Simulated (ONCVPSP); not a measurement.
# rubidium: ONCV pseudisation with LDA (Perdew-Wang 92), scalar-relativistic reference atom.

```
Element                 : rubidium
Generator               : ONCVPSP 4.0.1
Type                    : optimised norm-conserving Vanderbilt (ONCV)
Functional              : LDA (Perdew-Wang 92)
Relativity              : scalar-relativistic
Frozen core             : [Ar] 3d10
Valence charge          : 9
Reference configuration : 4s2 4p6 5p1
Partial waves           : 4s: rc 2.40 bohr, ncon 4, nbas 7, qcut 5.1 1/bohr, local; 4p+5p: rc 2.45 bohr, ncon 4, nbas 7, qcut 6 1/bohr, 2 projectors; d scattering state at 0.15 Ha: rc 2.45 bohr, ncon 4, nbas 8, qcut 3.4 1/bohr, 1 projector
Local potential         : the s channel
Core correction         : Teter function, fcfact 2.25, rcfact 1.3
```

- Cutoffs needed: 8.0 Ha and 10 Ha (the cutoffs (Ha) at which the residual kinetic energy of the hardest occupied pseudo-wave falls to 1 and 0.1 mHa per electron)
- Ghost test: no bound ghost flagged; no localised positive-energy state flagged
- Configuration tests: 3 of 4 tests not solved or not reliable
- rms error of d²Exc/dni dnj: 4.27 mHa without and 1.56 mHa with the model core
